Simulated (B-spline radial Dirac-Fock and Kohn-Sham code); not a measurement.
Atomic SCF run for Au⁵⁺

ΔSCF core binding energies without Breit or QED terms, calculated with a radial B-spline solver. Keys: rel is the Hamiltonian (dirac, or spin-free x2c and nr, where L3 and M5 stand for the whole 2p and 3d shells), method is hf or an exchange,correlation pair (spin-unpolarised, also for the hole states), nuc the nuclear model, radius_factor scales its radius, rmax is the box in bohr, h the logarithmic mesh step, order the B-spline order, points the quadrature points per cell, c_factor scales the speed of light, and damp, ndamp, maxit and tol steer the iteration. The run stops when the commutator error falls below 10·tol·max(1, Z/10), or the numerical noise floor, and the energy has settled to about 1e-8 Ha; the virial ratio is −V/T.

Input (task.json):

```json
{"items": [{"Z": 79, "q": 5, "cfg": [[1, 0, 2], [2, 0, 2], [2, 1, 6], [3, 0, 2], [3, 1, 6], [3, 2, 10], [4, 0, 2], [4, 1, 6], [4, 2, 10], [4, 3, 14], [5, 0, 2], [5, 1, 6], [5, 2, 6]], "A": 197, "rrms": 5.4371, "do": "settings", "holes": ["K", "L3", "M5"],
  "settings": [{"rel": "dirac", "method": "pbesol", "nuc": "fermi", "radius_factor": 1.0, "rmax": 45.0, "h": 0.12, "order": 8, "points": 10, "c_factor": 1.0, "maxit": 60, "damp": 0.5, "ndamp": 3, "tol": 0.0001}]}]}
```

Command: `python xray2_run.py task.json out`

Ground-state iterations:

```
iter   energy (Ha)        error
   1   -19028.41929650  1.05e+00
   2   -19031.13433253  1.16e-01
   3   -19032.03458032  2.84e-02
   4   -19032.08613259  8.44e-03
   5   -19032.09064395  4.09e-03
   6   -19032.09152020  1.21e-03
   7   -19032.09162968  3.48e-04
   8   -19032.09163404  1.83e-05
   9   -19032.09163405  5.29e-07
```

The ground state converged in 9 iterations, with total energy -19032.09163 Ha, virial ratio 1.87109 and highest orbital energy -69.36 eV. ΔSCF binding energies: K (1s) 81264.2 eV, L3 (2p3/2) 11991.1 eV, M5 (3d5/2) 2275.0 eV.
